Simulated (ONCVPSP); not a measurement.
# Mn: one change to an ONCV potential, before and after

manganese, optimised norm-conserving Vanderbilt (ONCV), made with ONCVPSP 4.0.1 (PBE, fully relativistic). Core [Ar], reference 3d5 4s1 (charge +1). Waves: 4s: rc 2.10 bohr, ncon 5, nbas 10, qcut 2.7 1/bohr, 2 projectors, debl 3.2 Ha; p scattering state at 0.14 Ha: rc 1.95 bohr, ncon 3, nbas 8, qcut 3.6 1/bohr, 2 projectors, debl 1.2 Ha; 3d: rc 1.80 bohr, ncon 4, nbas 9, qcut 9.5 1/bohr, 2 projectors, debl 2.9 Ha; f scattering state at 0.05 Ha: rc 1.65 bohr, ncon 4, nbas 7, qcut 7.4 1/bohr, 2 projectors, debl 3.1 Ha. Local part: polynomial inside 1.35 bohr (lpopt 3, dvloc0 0 Ha). Core correction: Teter function, fcfact 3.5, rcfact 1.45.

Open shells are filled in proportion to 2j + 1.

Change: core correction Teter function, fcfact 4.6, rcfact 1.45.

Cutoffs: the cutoffs (Ha) at which the residual kinetic energy of the hardest occupied pseudo-wave falls to 1 and 0.1 mHa per electron; they do not see the model core or the augmentation charge, which bear on the density cutoff. Errors are all-electron minus pseudo energies relative to the spin-unpolarised reference configuration.

**Question.** How do hardness, ghosts and transferability respond?

**Answer.** The potential gets neither clearly harder nor softer (33 Ha and 37 Ha → 33 Ha and 37 Ha); of the 4 tests that both files solve, the error grows in 3 and shrinks in 0 by more than 15 % and 0.3 meV (median size 98.2 → 136.3 meV); neither file shows a bound ghost. A model core, the more so a compact one, raises the density cutoff, which this test does not measure.

| quantity | base | changed |
| --- | --- | --- |
| cutoff, loose | 33 Ha | 33 Ha |
| cutoff, tight | 37 Ha | 37 Ha |
| bound ghosts | none | none |
| GHOST(+) flags under 300 eV | s at 58.7 eV, p1/2 at 65.1 eV, p3/2 at 68.4 eV | s at 58.7 eV, p1/2 at 65.1 eV, p3/2 at 68.4 eV |
| error for 3d5 4s2, meV [ΔE -8.42 eV] | -11 | -19 |
| error for 3d5 4s0, meV [ΔE 15.60 eV] | -37 | -61 |
| error for 3d4 4s0, meV [ΔE 48.12 eV] | -160 | -232 |
| error for 3d4 4s2 4p1, meV [ΔE -0.62 eV] | -186 | -212 |
| s: phases at 2.13 bohr within 0.05 rad from the reference energy up to (Ha; the scan ends near 5) | 2.1 | 2.1 |
| p3/2: phases at 1.98 bohr within 0.05 rad from the reference energy up to (Ha; the scan ends near 5) | 2.4 | 2.4 |
| p1/2: phases at 1.98 bohr within 0.05 rad from the reference energy up to (Ha; the scan ends near 5) | 2.2 | 2.2 |
| d5/2: phases at 1.82 bohr within 0.05 rad from the reference energy up to (Ha; the scan ends near 5) | to the end of the scan | to the end of the scan |
| d3/2: phases at 1.82 bohr within 0.05 rad from the reference energy up to (Ha; the scan ends near 5) | to the end of the scan | to the end of the scan |
| f7/2: phases at 1.68 bohr within 0.05 rad from the reference energy up to (Ha; the scan ends near 5) | to the end of the scan | to the end of the scan |
| f5/2: phases at 1.68 bohr within 0.05 rad from the reference energy up to (Ha; the scan ends near 5) | to the end of the scan | to the end of the scan |
| rms error of d²Exc/dni dnj with the model core, mHa | 8.91 | 7.56 |
